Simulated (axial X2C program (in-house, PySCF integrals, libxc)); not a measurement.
## Nuclear properties of MoB⁺

Calculated with an in-house all-electron X2C program for linear molecules (integrals from PySCF): two-component X2C with atomic mean-field Coulomb and Gaunt terms, Gaussian nuclei, basis Mo dyall-cv3z, B dyall-v3z with contracted cores.

R = 2.198 Å (near the PBE0 minimum at charge 1 of the determinant lowest at the starting distance; the state shown can have its own minimum elsewhere).

Input and command:
```json
{"zs": [42, 5], "q": 1, "bas": ["dyall-cv3z", "dyall-v3z"], "r0": 2.23, "levels": ["PBE0", "HF", "BHandHLYP", "TPSSh", "PBE50"], "nst": 3}
```
```bash
python soeom.py task.json out
```

Keys: zs atomic numbers; q charge; bas basis sets; r0 starting distance in Å; levels methods; nst determinants followed.

Determinant lowest in the PBE0 search, Ω = 3 (⟨Sz⟩ = 3.00, ⟨Lz⟩ = 0.00 at PBE0), spin on the atoms Mo 2.52, B 0.47:

| level | Eeff magnitude (GV/cm) | Ws magnitude Mo (kHz) | A∥/gI Mo (MHz) | qzz Mo (a.u.) | A∥/gI B (MHz) | qzz B (a.u.) |
| --- | --- | --- | --- | --- | --- | --- |
| PBE0 | 2.15 | 0.378 | 524 | -0.14 | 29.4 | -0.42 |
| HF | 3.44 | 0.591 | 253 | -1.32 | 16.3 | -0.55 |
| BHandHLYP | 2.53 | 0.438 | 459 | -0.56 | 31.8 | -0.50 |
| TPSSh | 1.9 | 0.334 | 516 | -0.09 | 34.2 | -0.41 |
| PBE50 | 2.9 | 0.501 | 434 | -0.58 | 24.4 | -0.48 |

Determinant 0.15 eV from it at PBE0 and this distance, Ω = 2 (⟨Sz⟩ = 2.00, ⟨Lz⟩ = 0.00 at PBE0), spin on the atoms Mo 2.24, B -0.24:

```csv
level,Eeff magnitude (GV/cm),Ws magnitude Mo (kHz),A∥/gI Mo (MHz),qzz Mo (a.u.),A∥/gI B (MHz),qzz B (a.u.)
PBE0,0.398,0.0989,-341,-0.84,-65.5,-0.54
HF,0.402,0.108,-517,-1.69,-83.3,-0.68
BHandHLYP,0.824,0.207,-428,-1.09,-63.3,-0.60
TPSSh,0.328,0.0815,-326,-0.81,-68.9,-0.51
PBE50,0.568,0.147,-427,-1.12,-65.5,-0.59
```

Eeff is the effective electric field on the electron electric dipole moment in this Ω state and Ws the scalar–pseudoscalar constant of the nucleus named (defined with the proton number Z and per Ω); A∥ (defined per Ω) follows by multiplying with gI = μI/(I μN); qzz is the electric field gradient, eQq0 = 234.96 MHz × Q/barn × qzz. The operators were transformed with the bare-nucleus X2C matrices; with these basis sets, hyperfine constants and field gradients can be off by tens of per cent, and where levels differ in sign neither size nor sign is settled.

(1) With Q(11B) = 0.04059 barn (Q from Pyykkö, Mol. Phys. 2018), turn the PBE0 values of the first state into constants in MHz.

Each state is one determinant with collinear spin, which with several unpaired electrons need not be a pure state. Unrestricted Hartree–Fock can overshoot spin polarisation at the nuclei. This is the top spin component of a Σ state; components of lower Ω are not single determinants and can lie lower. With several open shells hyperfine constants can be off by a factor of several. Where Eeff spreads by more than a factor of two the levels disagree and none is to be relied on. Open-shell Ω = 0 determinants with evenly filled partner blocks cannot be reached by this program, so the Ω shown need not be the lowest component. States lie within half an eV, so the first need not be the ground state. Further determinants of the search, some of them spin-mixed, are not shown. Where a field gradient or hyperfine factor spreads by more than a factor of two over the levels, a constant derived from it is not to be relied on. PBE0 term energies can be off by some tenths of an eV.

Answers

(1) eQq0(11B) = 234.96 × (0.04059) × (-0.42) = -4.01 MHz.
